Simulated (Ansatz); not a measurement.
Input for Ansatz (a quantum-chemistry and plane-wave program): R-B3LYP/def2-TZVPP on H4O3Sn (SMILES [OH][SnH]([OH])[OH]), a point of a torsion scan. Elements past Kr take the def2 small-core potentials; no spin–orbit coupling.

Ansatz 0.2 input:
```yaml
crystal:
  periodic: [false, false, false]
  atoms:
    - {symbol: O, position_ang: [1.78032503, 0.36408923, -0.33689053]}
    - {symbol: Sn, position_ang: [-0.02664004, -0.01048612, 0.13734682]}
    - {symbol: O, position_ang: [-0.44848992, -1.78262650, -0.42235892]}
    - {symbol: O, position_ang: [-0.10337400, -0.16839150, 2.06350643]}
    - {symbol: H, position_ang: [2.43815451, -0.21453015, 0.05069270]}
    - {symbol: H, position_ang: [-0.93446774, 1.16969045, -0.55484094]}
    - {symbol: H, position_ang: [-0.89038263, -2.30537966, 0.24797406]}
    - {symbol: H, position_ang: [0.20995374, 0.57934368, 2.57007016]}
basis:
  gaussian:
    orbitals: def2-TZVPP
hamiltonian:
  xc: {name: B3LYP}
scf: {lower_state_search: off}
```

Output:

```
WARN ansatz: RAYON_NUM_THREADS=1 ignored (pool sized by the plan → 1); use --threads N
Functional definition: B3LYP
these checks for a lower state are left out or cut short: stability, starts, cluster_reference, orbital_swaps, neighbouring_geometries, increment
integrals: 0.10 GiB planned
1121 factors; their error is unknown
mean field: 0.94 GiB planned
mean field evaluation 1: about -12027.3795 eV, gradient 1.0e2 eV
mean field evaluation 2: about -11976.2093 eV, gradient 1.9e2 eV
mean field evaluation 4: about -12043.8022 eV, gradient 4.9e0 eV
mean field evaluation 8: about -12043.9115 eV, gradient 2.7e-1 eV
mean field evaluation 16: about -12043.9116 eV, gradient 8.4e-6 eV
mean field -12043.91158298 eV, -442.6055870182 hartree, gradient 2.3e-6 eV, S^2 0.000000; 0 other end points of the search recorded, 0 dependent functions left out
reference -12043.91185042 eV, -442.6055968464 hartree; 25, 25 occupied and 174, 174 virtual orbitals, 1121 factors
Total energy: -12043.91185042 eV, -442.6055968464 hartree
Checks for a lower state left out: stability, starts, cluster_reference, orbital_swaps, neighbouring_geometries, increment
```

The calculation finished and met its thresholds.

Cost: about 2.5 core-seconds (a rough figure).
